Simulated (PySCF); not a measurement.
## Ionising SI

PBE0; S cc-pV(D+d)Z, I cc-pVDZ-PP with ECP28; scalar-relativistic core potentials (PySCF 2.14). Neutral (UKS): doublet (π ↑), Re = 2.329 Å, ωe = 404 cm⁻¹, De = 2.31 eV, HOMO -6.65 eV, LUMO -4.42 eV.

SI⁺ (UKS): triplet (π ↑↑), Re = 2.232 Å, ωe = 479 cm⁻¹, De = 3.72 eV to S⁺ + I. The energies at the minima are -693.74080 hartree for SI and -693.41198 for SI⁺.

Work out the adiabatic ionisation energy, without and with harmonic zero-point energies (1 hartree = 27.2114 eV, 1 eV = 8065.5 cm⁻¹), and the change of the bond length.

At PBE0: 0.32882 hartree = 8.948 eV between the minima; the zero-point term (479.0 − 404.0)/2 cm⁻¹ = +0.005 eV makes it 8.952 eV. Re changes by -9.7 pm against the neutral. The electron leaves a π orbital, and the shorter bond of the ion fits an antibonding orbital, or a change in how ionic the bond is.

Spin–orbit coupling is left out, which matters for elements this heavy, above all for dissociation energies. For an ion De counts to the pair picked by the measured ionisation energies or electron affinities, which need not be the lowest pair at this level. States were picked by a PBE0 search and need not be the measured ground states.
